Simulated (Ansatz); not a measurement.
Predict a relaxed structure of WOF4, charge 0, singlet, at PBE0-D4/def2-SVP (Ansatz).


```xyz
6

W     0.0325    0.0107   -0.0254
O     1.3044    0.4305   -1.0229
F    -0.4518   -1.6975   -0.5553
F    -1.4876    0.5818   -0.9179
F    -0.2172    1.4769    1.0797
F     0.8197   -0.8024    1.4418
```
Point group C4v (tolerance 0.1 Å). The metal has 5 neighbours: O 1.67 Å, F 1.85 Å, F 1.85 Å, F 1.85 Å, F 1.85 Å. This is one stationary point.

In the def2 sets W takes a core potential; there is no spin–orbit coupling.
